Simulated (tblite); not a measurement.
Species: C6H10F2Si.
SMILES with atom numbers: `[CH3:1]/[CH:2]=[C:3]1\[CH2:4][SiH2:5][C@H:6]1[CH:7]([F:8])[F:9]` (hydrogens: H10, H11, H12 on C1; H13 on C2; H14, H15 on C4; H16, H17 on Si5; H18 on C6; H19 on C7)

Geometry (GFN2-xTB, Å), atoms numbered from 1 in this order:
```
atom  x, y, z in Å
C1     2.690    0.661    0.036
C2     1.313    0.686   -0.542
C3     0.315   -0.094   -0.167
C4     0.283   -1.189    0.877
Si5   -1.509   -1.646    0.376
C6    -1.100   -0.107   -0.713
C7    -1.861    1.141   -0.340
F8    -1.950    1.275    1.010
F9    -3.147    1.081   -0.783
H10    2.750   -0.024    0.876
H11    2.973    1.658    0.372
H12    3.411    0.351   -0.722
H13    1.152    1.409   -1.334
H14    1.057   -1.941    0.732
H15    0.400   -0.794    1.886
H16   -2.553   -1.469    1.375
H17   -1.663   -2.863   -0.420
H18   -1.147   -0.201   -1.799
H19   -1.424    2.075   -0.730
```

Computed values, GFN2-xTB/tblite, gas phase, harmonic and unscaled. This tight-binding method is rough: wavenumbers can miss measured ones by several per cent, in bad cases by 10 to 20. Modes of hydrogen on silicon can be 10 to 20 % off. One conformer, not necessarily the lowest.

Harmonic wavenumbers (cm⁻¹): 43.2, 55.3, 99.1, 103.0, 146.8, 189.9, 243.0, 327.1, 395.8, 428.5, 444.2, 461.1, 499.1, 582.0, 591.6, 632.0, 692.5, 741.9, 759.3, 771.0, 828.7, 874.0, 945.0, 1004.2, 1011.6, 1032.5, 1058.7, 1090.2, 1120.2, 1132.0, 1162.5, 1178.8, 1230.1, 1269.3, 1285.1, 1307.2, 1400.2, 1439.9, 1480.6, 1485.6, 1763.3, 2282.0, 2337.4, 2869.3, 2963.8, 2978.8, 2994.2, 2996.4, 3012.2, 3035.8, 3057.2.

A = 1923, B = 998.2, C = 776.6 MHz; mass 148.052 u (most abundant isotopes); point group C1, symmetry number 1.

Question: Zero-point energy?

Answer: Half the sum of the wavenumbers: 30917 cm⁻¹ = 369.84 kJ/mol.

Question: What is S at 350 K and 1 bar for an ideal gas of classical rigid rotors and harmonic oscillators?

Answer: Translation 174.52, rotation 126.50, vibration 159.33: S = 460.3 J/(mol K).

Question: And Cp and H(350 K) − H(0)?

Answer: Cp = 195.50 J/(mol K), of which vibrations give 162.24 (their classical limit is 51 R = 424.0); H(350 K) − H(0) = 40.34 kJ/mol without the zero-point energy, 28.70 from vibrations.

Question: Which modes carry the vibrational entropy at 350 K?

Answer: 43.2 cm⁻¹: 22.70; 55.3 cm⁻¹: 20.65; 99.1 cm⁻¹: 15.84; 103.0 cm⁻¹: 15.52; 146.8 cm⁻¹: 12.64; 189.9 cm⁻¹: 10.58 J/(mol K); the other 45 give 61.40 together.

Question: Blend soft modes into free rotors: weight 1/[1 + (100 cm⁻¹/ν̃)⁴] for the oscillator and the rest for a rotor with moment μB/(μ + B), μ = h/(8π²ν), B = 10⁻⁴⁴ kg m². What vibrational entropy results?

Answer: 144.53 J/(mol K) in place of 159.33, which changes −T·S at 350 K by +5.18 kJ/mol.

Question: How do the functions run with temperature in this model?

Answer: 
```tsv
T (K)	S (J/(mol K))	Cp (J/(mol K))	H − H(0) (kJ/mol)	G − H(0) (kJ/mol)	ln q(vib)
150	339.1	103.4	10.41	-40.44	3.61
250	402.6	149.8	23.04	-77.60	6.47
298.15	430.9	172.3	30.80	-97.67	7.84
400	487.8	216.2	50.64	-144.49	10.71
600	588.6	280.7	100.78	-252.37	16.23
900	714.8	340.4	194.76	-448.55	23.96
```

q(vib) and H(0) count from the zero-point level.

Hindered rotation and anharmonicity are outside this model. Other conformers, if any are populated, would add a mixing term that is left out. The structure is chiral; the term R ln 2 for an equal mix with its mirror image is left out.
